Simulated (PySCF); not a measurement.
CH8FNOSi2, SMILES C(F)[SiH2]N[SiH2]O.

The structure is a stationary point at B3LYP-D3(BJ)/def2-SVP. The structure was generated by enumeration, and PubChem lists no compound with its InChIKey, so it may never have been made. Other conformers were not sampled.

Level of theory: B3LYP-D3(BJ)/def2-SVP (PySCF).

Frequencies are harmonic and unscaled.

### Question
List the normal modes with their intensities. (The exact figures need the calculation; the answer reports its results.)

### Answer

```json
[
 {"mode": "1", "ν (cm⁻¹)": "31", "IR (km/mol)": "0.5", "moving atoms (share of kinetic energy)": "H 24 %, N 21 %, O 21 %, Si 18 %, F 9 %"},
 {"mode": "2", "ν (cm⁻¹)": "51", "IR (km/mol)": "0.7", "moving atoms (share of kinetic energy)": "O 29 %, H 25 %, N 16 %, Si 13 %, C 10 %"},
 {"mode": "3", "ν (cm⁻¹)": "57", "IR (km/mol)": "3.9", "moving atoms (share of kinetic energy)": "F 55 %, Si 21 %, O 10 %, H 10 %"},
 {"mode": "4", "ν (cm⁻¹)": "170", "IR (km/mol)": "5.4", "moving atoms (share of kinetic energy)": "H 40 %, Si 16 %, C 16 %, F 14 %, N 12 %"},
 {"mode": "5", "ν (cm⁻¹)": "192", "IR (km/mol)": "13.5", "moving atoms (share of kinetic energy)": "Si 26 %, N 26 %, H 22 %, F 19 %"},
 {"mode": "6", "ν (cm⁻¹)": "221", "IR (km/mol)": "30.7", "moving atoms (share of kinetic energy)": "H 58 %, Si 15 %, N 14 %, O 11 %"},
 {"mode": "7", "ν (cm⁻¹)": "292", "IR (km/mol)": "3.5", "moving atoms (share of kinetic energy)": "H 32 %, Si 28 %, F 19 %, C 18 %"},
 {"mode": "8", "ν (cm⁻¹)": "323", "IR (km/mol)": "91.9", "moving atoms (share of kinetic energy)": "H 46 %, O 34 %, Si 16 %"},
 {"mode": "9", "ν (cm⁻¹)": "483", "IR (km/mol)": "80.3", "moving atoms (share of kinetic energy)": "H 79 %, N 16 %"},
 {"mode": "10", "ν (cm⁻¹)": "550", "IR (km/mol)": "21.3", "moving atoms (share of kinetic energy)": "H 60 %, Si 27 %"},
 {"mode": "11", "ν (cm⁻¹)": "590", "IR (km/mol)": "55.8", "moving atoms (share of kinetic energy)": "H 54 %, Si 28 %, N 10 %"},
 {"mode": "12", "ν (cm⁻¹)": "636", "IR (km/mol)": "15.4", "moving atoms (share of kinetic energy)": "H 61 %, C 20 %, Si 14 %"},
 {"mode": "13", "ν (cm⁻¹)": "717", "IR (km/mol)": "26.0", "moving atoms (share of kinetic energy)": "H 70 %, C 16 %"},
 {"mode": "14", "ν (cm⁻¹)": "742", "IR (km/mol)": "54.9", "moving atoms (share of kinetic energy)": "H 70 %, Si 13 %, N 12 %"},
 {"mode": "15", "ν (cm⁻¹)": "795", "IR (km/mol)": "67.7", "moving atoms (share of kinetic energy)": "H 55 %, C 16 %, Si 15 %"},
 {"mode": "16", "ν (cm⁻¹)": "825", "IR (km/mol)": "128.3", "moving atoms (share of kinetic energy)": "H 54 %, O 20 %, Si 12 %"},
 {"mode": "17", "ν (cm⁻¹)": "848", "IR (km/mol)": "100.3", "moving atoms (share of kinetic energy)": "H 61 %, O 17 %, N 12 %, Si 9 %"},
 {"mode": "18", "ν (cm⁻¹)": "897", "IR (km/mol)": "93.1", "moving atoms (share of kinetic energy)": "H 50 %, O 26 %, Si 18 %"},
 {"mode": "19", "ν (cm⁻¹)": "904", "IR (km/mol)": "406.9", "moving atoms (share of kinetic energy)": "H 78 %, Si 13 %"},
 {"mode": "20", "ν (cm⁻¹)": "948", "IR (km/mol)": "105.5", "moving atoms (share of kinetic energy)": "H 86 %, Si 10 %"},
 {"mode": "21", "ν (cm⁻¹)": "957", "IR (km/mol)": "13.6", "moving atoms (share of kinetic energy)": "H 49 %, N 37 %, Si 11 %"},
 {"mode": "22", "ν (cm⁻¹)": "968", "IR (km/mol)": "233.2", "moving atoms (share of kinetic energy)": "H 83 %, Si 15 %"},
 {"mode": "23", "ν (cm⁻¹)": "982", "IR (km/mol)": "56.4", "moving atoms (share of kinetic energy)": "H 85 %, Si 11 %"},
 {"mode": "24", "ν (cm⁻¹)": "1036", "IR (km/mol)": "68.6", "moving atoms (share of kinetic energy)": "C 50 %, F 40 %"},
 {"mode": "25", "ν (cm⁻¹)": "1206", "IR (km/mol)": "306.4", "moving atoms (share of kinetic energy)": "H 65 %, N 31 %"},
 {"mode": "26", "ν (cm⁻¹)": "1233", "IR (km/mol)": "3.5", "moving atoms (share of kinetic energy)": "H 91 %"},
 {"mode": "27", "ν (cm⁻¹)": "1306", "IR (km/mol)": "2.6", "moving atoms (share of kinetic energy)": "H 74 %, C 24 %"},
 {"mode": "28", "ν (cm⁻¹)": "1451", "IR (km/mol)": "5.1", "moving atoms (share of kinetic energy)": "H 94 %"},
 {"mode": "29", "ν (cm⁻¹)": "2208", "IR (km/mol)": "142.5", "moving atoms (share of kinetic energy)": "H 97 %"},
 {"mode": "30", "ν (cm⁻¹)": "2218", "IR (km/mol)": "44.6", "moving atoms (share of kinetic energy)": "H 97 %"},
 {"mode": "31", "ν (cm⁻¹)": "2232", "IR (km/mol)": "188.2", "moving atoms (share of kinetic energy)": "H 97 %"},
 {"mode": "32", "ν (cm⁻¹)": "2264", "IR (km/mol)": "143.3", "moving atoms (share of kinetic energy)": "H 97 %"},
 {"mode": "33", "ν (cm⁻¹)": "3022", "IR (km/mol)": "23.4", "moving atoms (share of kinetic energy)": "H 95 %"},
 {"mode": "34", "ν (cm⁻¹)": "3080", "IR (km/mol)": "23.7", "moving atoms (share of kinetic energy)": "H 90 %, C 10 %"},
 {"mode": "35", "ν (cm⁻¹)": "3543", "IR (km/mol)": "39.7", "moving atoms (share of kinetic energy)": "H 93 %"},
 {"mode": "36", "ν (cm⁻¹)": "3868", "IR (km/mol)": "66.4", "moving atoms (share of kinetic energy)": "H 94 %"}
]
```
